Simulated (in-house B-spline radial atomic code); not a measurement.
Computed with a B-spline radial atomic code. Model: two electrons, singlet ground state, non-relativistic, full CI in B-splines with partial waves to l = 8 (at full coupling up to 3e-4 hartree above the limit, correlation up to 0.6 % small), density held at that of full coupling by Lieb maximisation.

Along the adiabatic connection the electron repulsion is scaled by a coupling λ while a local potential keeps the density fixed. At λ = 0 the system is the Kohn-Sham one and W equals the exchange energy; the exchange-correlation energy is the area under W between 0 and 1. The kinetic energy rises with λ as the electrons avoid each other, with dT/dλ = −λ dW/dλ.

Command:
```bash
python run_ac.py task.json out
```
Settings (lengths in bohr, energies in hartree):
```
potential              coulomb
strength               0.932
lmax                   8
wall_radius            5.08
```

Time taken, with all properties: 8 s on 1 thread of Intel(R) Xeon(R) Processor @ 2.30GHz (shared host).

**W = mean repulsion less Hartree energy, and W of three functionals.**

Given: confinement point charge; nuclear charge 0.932; hard wall radius 5.08 bohr; external potential -Z/r.

Computed: LDA exchange minus exact 68.123 millihartree; PBE exchange minus exact 12.713 millihartree.

```csv
coupling,W xc (hartree),W xc minus exchange (millihartree),kinetic minus Kohn-Sham (millihartree),LDA (PW92) W minus its exchange (millihartree),PBE W minus its exchange (millihartree),SCAN W minus its exchange (millihartree)
0,-0.47741,0,0,0,0,0
0.02,-0.47928,-1.872,0.02,-10.14,-2.04,-1.85
0.05,-0.48202,-4.611,0.11,-20.11,-5.12,-4.51
0.12,-0.4881,-10.696,0.63,-37.02,-12.12,-10.34
0.25,-0.49838,-20.975,2.52,-59.28,-24.11,-20.07
0.4,-0.50883,-31.426,5.9,-78.26,-36.35,-29.93
0.6,-0.52085,-43.442,11.87,-97.73,-50.42,-41.33
0.8,-0.53111,-53.702,19.03,-113.17,-62.45,-51.15
1,-0.53997,-62.562,26.98,-125.94,-72.87,-59.73
1.4,-0.55449,-77.086,44.29,-146.21,-90.13,-74.03
2,-0.57073,-93.323,71.62,-168.49,-109.87,-90.44
3,-0.58903,-111.63,116.69,-193.92,-133.12,-109.48
4.5,?,?,?,?,?,?
7,?,?,?,?,?,?
10,-0.63315,-155.74,362.38,-262.26,-197.78,-155.12
```

Task: What belongs in the row 4.5?

Result: W xc (hartree): -0.60598; W xc minus exchange (millihartree): -128.57; kinetic minus Kohn-Sham (millihartree): 179.15; LDA (PW92) W minus its exchange (millihartree): -218.56; PBE W minus its exchange (millihartree): -156.16; SCAN W minus its exchange (millihartree): -127.45.

Task: What belongs in the row 7?

Result: W xc (hartree): -0.62208; W xc minus exchange (millihartree): -144.67; kinetic minus Kohn-Sham (millihartree): 269.7; LDA (PW92) W minus its exchange (millihartree): -243.68; PBE W minus its exchange (millihartree): -179.99; SCAN W minus its exchange (millihartree): -144.26.

Task: What is the SCAN exchange minus exact?

Result: 0.08155 millihartree.

**Energy parts, natural occupations and partial-wave weights.**

Computed: total energy -0.3597 hartree; exchange energy -0.47741 hartree; correlation energy -0.035581 hartree; initial slope twice GL2 -0.094519 hartree; kinetic part over minus potential part 0.43127; Hartree energy 0.95482 hartree; Kohn-Sham kinetic 0.61319 hartree.

```csv
natural,occupation of the shell (electrons)
s,1.9495
p,0.034374
s,?
d,0.00091862
p,0.00048464
f,0.00010358
```

Task: What belongs in the row s?

Result: occupation of the shell (electrons): 0.014316.

| wave | weight |
| --- | --- |
| s | 0.98198 |
| p | 0.017444 |
| d | ? |
| f | 5.9699e-05 |
| g | 1.2986e-05 |

Task: What belongs in the row d?

Result: weight: 0.00049389.

Task: What is the Lieb Oxford ratio E_xc over LDA exchange?

Result: 1.2534.

Task: What is the kinetic part of the DFT correlation energy?

Result: 0.026981 hartree.

Half-way to full coupling W has made 60 % of its drop, against 50 % for a straight line, and second-order (GL2) theory, half the initial slope, overshoots the correlation energy by about 33 %: a marked bend. Over couplings 0 to 1 the errors in E_xc come to about +22 millihartree for LDA, +7.1 millihartree for PBE, +1.7 millihartree for SCAN, so SCAN is nearest. In LDA and PBE the errors of exchange and correlation have opposite signs, so the sum is smaller than the larger of the two.
